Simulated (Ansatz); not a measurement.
Ansatz results at the PBE0-D4/def2-TZVP geometry: LUMO energy (B3LYP/def2-TZVPP) -0.09 eV; HOMO energy (PBE/def2-TZVPP) -6.43 eV; size of the dipole moment (ωB97M-V/def2-TZVPP) 2.48 D.

Problem. Which molecule gave them?
A. `C[Si](N)(N)[SiH3]`
B. `C[Si](C)(F)I`
C. `C[SiH](I)CF`
D. `C=C[SiH3]`

Solution. B. The others give `C=C[SiH3]`: -0.70, -6.90, 0.76; `C[SiH](I)CF`: -0.65, -6.51, 0.77; `C[Si](N)(N)[SiH3]`: 0.33, -5.51, 1.37.

B3LYP here is the variant with VWN-RPA as its local correlation; programs differ in this.
